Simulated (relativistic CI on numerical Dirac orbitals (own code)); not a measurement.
**Er⁴⁺ (4f10) in a crystal field**

Calculated by Dirac-Coulomb-Breit CI, separate exchange-only KLI orbitals for each configuration, model QED (radiative potential, 1s self-energy scaled to tabulated hydrogen-like ionisation energies), valence Slater integrals scaled by 0.75, one configuration in a parametric crystal field (own radial code).

Field parameters in Wybourne normalisation; cubic f-shell fields have B⁴₄ = √(5/14) B⁴₀ and B⁶₄ = −√(7/2) B⁶₀. The field is a parameter set, without covalency.

S and J are read from ⟨S²⟩ = S(S + 1) and ⟨J²⟩ = J(J + 1) of each level; they are not fictitious spins.

D4h, B20 = 1700, B40 = 440, B44 = 1170, B60 = -190, B64 = -810 cm⁻¹, the lowest 10 levels:

```tsv
E (cm⁻¹)	Degeneracy	Irrep	S	J
0.0	1	A1	1.92	8.00
8.1	1	A2	1.92	8.00
51.2	2	E	1.92	8.00
106	1	B1	1.92	8.00
187	1	A1	1.92	8.00
193	2	E	1.92	8.00
199	1	B2	1.92	8.00
232	1	B1	1.92	8.00
286	2	E	1.92	8.00
350	1	A2	1.92	8.00
```

D4h, B20 = -600, B40 = -1370, B44 = 1340, B60 = -770, B64 = -400 cm⁻¹, the lowest 10 levels:

| E (cm⁻¹) | Degeneracy | Irrep | S | J |
| --- | --- | --- | --- | --- |
| 0.0 | 1 | A1 | 1.92 | 8.00 |
| 2.3 | 2 | E | 1.92 | 8.00 |
| 15.2 | 1 | B1 | 1.92 | 8.00 |
| 42.6 | 1 | B2 | 1.92 | 8.00 |
| 46.0 | 1 | B1 | 1.92 | 8.00 |
| 50.0 | 2 | E | 1.92 | 8.00 |
| 144 | 2 | E | 1.92 | 8.00 |
| 195 | 1 | A2 | 1.92 | 8.00 |
| 308 | 1 | A1 | 1.92 | 8.00 |
| 323 | 2 | E | 1.92 | 8.00 |

D4h, B20 = 2010, B40 = -1100, B44 = -740, B60 = 710, B64 = -160 cm⁻¹, the lowest 16 levels:

| E (cm⁻¹) | Degeneracy | Irrep | S | J |
| --- | --- | --- | --- | --- |
| 0.0 | 1 | A1 | 1.92 | 8.00 |
| 0.6 | 1 | A2 | 1.92 | 8.00 |
| 101 | 2 | E | 1.92 | 8.00 |
| 130 | 1 | B2 | 1.92 | 8.00 |
| 135 | 1 | B1 | 1.92 | 8.00 |
| 137 | 1 | A1 | 1.92 | 8.00 |
| 148 | 2 | E | 1.92 | 8.00 |
| 149 | 1 | A2 | 1.92 | 8.00 |
| 259 | 2 | E | 1.92 | 8.00 |
| 334 | 1 | B2 | 1.92 | 8.00 |
| 410 | 1 | B1 | 1.92 | 8.00 |
| 472 | 2 | E | 1.92 | 8.00 |
| 507 | 1 | A1 | 1.92 | 8.00 |
| 6186 | 2 | E | 1.97 | 7.00 |
| 6224 | 1 | B1 | 1.97 | 7.00 |
| 6225 | 1 | B2 | 1.97 | 7.00 |

Oh, B40 = 1520, B60 = 920 cm⁻¹, the lowest 16 levels:

| E (cm⁻¹) | Degeneracy | Irrep | S | J |
| --- | --- | --- | --- | --- |
| 0.0 | 2 | E | 1.92 | 7.99 |
| 28.2 | 3 | T1 | 1.92 | 7.99 |
| 347 | 1 | A1 | 1.92 | 8.00 |
| 443 | 3 | T2 | 1.92 | 8.00 |
| 508 | 3 | T1 | 1.92 | 8.00 |
| 646 | 2 | E | 1.92 | 8.00 |
| 826 | 3 | T2 | 1.92 | 8.00 |
| 6437 | 3 | T2 | 1.97 | 6.99 |
| 6466 | 3 | T1 | 1.96 | 6.99 |
| 6581 | 2 | E | 1.96 | 6.99 |
| 6615 | 3 | T2 | 1.96 | 7.00 |
| 6639 | 3 | T1 | 1.96 | 7.00 |
| 6644 | 1 | A2 | 1.96 | 7.00 |
| 10420 | 2 | E | 1.93 | 5.99 |
| 10443 | 3 | T2 | 1.93 | 6.00 |
| 10564 | 3 | T2 | 1.93 | 5.99 |

D4h, B20 = -1160, B40 = 2290, B44 = 460, B60 = 700, B64 = -610 cm⁻¹, the lowest 10 levels:

| E (cm⁻¹) | Degeneracy | Irrep | S | J |
| --- | --- | --- | --- | --- |
| 0.0 | 1 | B1 | 1.92 | 8.00 |
| 29.0 | 2 | E | 1.92 | 8.00 |
| 62.6 | 1 | A1 | 1.92 | 8.00 |
| 101 | 1 | A2 | 1.92 | 8.00 |
| 140 | 1 | A1 | 1.92 | 8.00 |
| 228 | 2 | E | 1.92 | 8.00 |
| 232 | 1 | B2 | 1.92 | 8.00 |
| 280 | 1 | A2 | 1.92 | 8.00 |
| 309 | 1 | A1 | 1.92 | 8.00 |
| 363 | 2 | E | 1.92 | 8.00 |

The next free-ion level lies 6130 cm⁻¹ above the lowest; the field splits the ground level into components whose J stays near 8 as long as their spread is small against that gap.

Levels of this model without a field, named by their leading LS term (the scale mimics covalency, so terms lie below those of the real free ion): ⁵I8 0, ⁵I7 6130, ⁵I6 10099, ⁵I5 12800, ⁵I4 15201, ⁵F5 16876, ⁵S2 19388, ³K8 19930 cm⁻¹.
